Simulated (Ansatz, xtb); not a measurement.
C5H7BO2: 9 structures ranked

9 gas-phase structures of C5H7BO2, from a drawn sample of its isomers (lower ones may exist). Each was relaxed with GFN2-xTB; where two conformers were screened, the lower at r2SCAN-D4/def2-SVP is listed:

A. `COC1=CC(O)=CB1`, a singlet
B. `COC1=CBC(O)=C1`, a singlet
C. `COC1=CC=CB1O`, a singlet
D. `COB1C=CC(O)=C1`, a singlet
E. `COC1=C(O)C=CB1`, a singlet
F. `COC1=CB(O)C=C1`, a singlet
G. `COB1C=CC=C1O`, a singlet
H. `COC1=C(O)BC=C1`, a singlet
I. `COC1=CBC=C1O`, a singlet

Task: Which do you expect lowest at r2SCAN-D4/def2-SVP, and how would the others follow?

Result: Calculated order at r2SCAN-D4/def2-SVP: F (0.000), D (0.162), C (0.260), G (0.403), I (1.699), B (1.899), A (1.929), E (2.317), H (2.422) eV. Less than 1 kcal/mol parts B and A, so the order within that pair means little.

Energies above the lowest of each column, in eV; the last columns are at B3LYP-D3(BJ)/def2-SVP geometries and were run for some of them only (a dash: not run or not comparable):

```tsv
structure	GFN2-xTB	HF/STO-3G	r2SCAN-D4/def2-SVP	B3LYP-D3(BJ)/def2-SVP	CCSD(T)/def2-SVP + ΔMP2/def2-TZVPP
F	0.000	0.000	0.000	0.000	0.000
D	0.089	0.056	0.162	0.143	0.171
C	0.064	0.135	0.260	0.227	0.270
G	0.222	0.246	0.403	0.368	0.427
I	1.010	1.702	1.699	–	–
B	1.078	1.843	1.899	–	–
A	1.119	1.925	1.929	–	–
E	1.344	2.062	2.317	–	–
H	1.408	2.157	2.422	–	–
```

Every level run on F puts it lowest or level with the lowest. Flexible structures stand in one conformer each, not always the lowest. Frequencies (GFN2-xTB) were run for C, D, F, G alone. ΔMP2 is the change of the MP2 energy from the smaller to the larger basis.

Over these structures GFN2-xTB departs from r2SCAN-D4/def2-SVP by 0.370 eV on average once a common shift is removed. A GFN2-xTB relaxation took about 0.087 s and the r2SCAN-D4/def2-SVP energy about 1.9 s on a shared host (Ansatz 0.2.0, xtb 6.7.1).
